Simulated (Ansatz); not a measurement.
Reaction (ligand exchange at the Si–C bond): `C[SiH](C)C#N` + CH₃OH → `CO[SiH](C)C` + `C#N`

Calculated with Ansatz (gas phase, PBE0-D4/def2-TZVP geometries, no zero-point term in ΔE). CCSD(T)/CBS is the MP2 limit (def2-TZVPP, def2-QZVPP) plus CCSD(T) − MP2 in def2-TZVPP, frozen cores. This one scheme is used for every species. Functionals use def2-TZVPP. One conformer a species, not always the lowest.

```csv
level,ΔE (kJ/mol)
BLYP-D4,-47.4
r2SCANh,-45.5
```

Q: What does CCSD(T)/CBS give? (Best estimate.)

A: The calculation gave: -47.4 kJ/mol. The listed levels differ from it by 0.0, 1.9 kJ/mol.

Largest T1 diagnostic among the species: 0.014.

Leaving LDA and LC-ωPBE aside and taking each functional with its dispersion term where it has one, the values, not all of them listed here, spread over 12.9 kJ/mol, from CAM-B3LYP-D4 to PBE-D4. LDA lies −9.2 kJ/mol from PBE without D4. The D4 term adds −4.2 kJ/mol with B3LYP and −2.4 kJ/mol with PBE0; it sums over pairs of atoms, weighted by their polarisabilities, and B3LYP, whose exchange is more repulsive, gets the larger term. From BLYP to BHLYP (50 % exact exchange), in def2-TZVPP and without D4, ΔE moves by −6.9 kJ/mol.

B3LYP here is the variant with VWN-RPA as its local correlation; programs differ in this.
